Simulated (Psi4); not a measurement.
chlorobenzene (C₆H₅Cl), singlet, at a GFN2-xTB geometry. Base run: Psi4 with TPSS/STO-3G.

The Psi4 input:
```
memory 2 GB

molecule mol {
0 1
  Cl    2.230833    0.178301    0.001666
  C     0.505653    0.040415    0.000378
  C    -0.270115    1.188040    0.019311
  C    -1.649225    1.070452    0.018162
  C    -2.244936   -0.179428   -0.001677
  C    -1.458233   -1.318817   -0.020483
  C    -0.077952   -1.215859   -0.019571
  H     0.201293    2.158229    0.034705
  H    -2.258747    1.961460    0.032865
  H    -3.320984   -0.265432   -0.002481
  H    -1.918469   -2.295326   -0.035985
  H     0.541595   -2.098853   -0.034150
}

set basis sto-3g
set reference rks

energy('tpss')
print_variables()
```

Each row names what was changed in the base input (with any setting that the change needs).

| change | ΔE vs base (µEh) | SCF cycles | grid points | basis functions |
|---|---|---|---|---|
| base | 0.0 | 8 | 249370 | 44 |
| e_convergence = 1e-4 | 0.0 | 8 | 249370 | 44 |
| d_convergence = 1e-10 | 0.0 | 13 | 249370 | 44 |
| df_basis_scf = cc-pvtz-jkfit | 2317 | 8 | 249370 | 44 |
| basis_guess = true | 0.0 | 6 | 249370 | 44 |
| cholesky_tolerance = 1e-3 (with scf_type cd) | -5537 | 8 | 249370 | 44 |
| dft_radial_points = 50 | -1141 | 8 | 168944 | 44 |
| cholesky_tolerance = 1e-6 (with scf_type cd) | 2654 | 8 | 249370 | 44 |
| dft_spherical_points = 110 | -670 | 8 | 90843 | 44 |
| guess = core | 0.0 | 14 | 249370 | 44 |
| level_shift = 0.3 | 0.0 | 8 | 249370 | 44 |
| puream = true | 0.0 | 8 | 249370 | 44 |
| scf_type = dfdirj+link | 0.0 | 8 | 249370 | 44 |
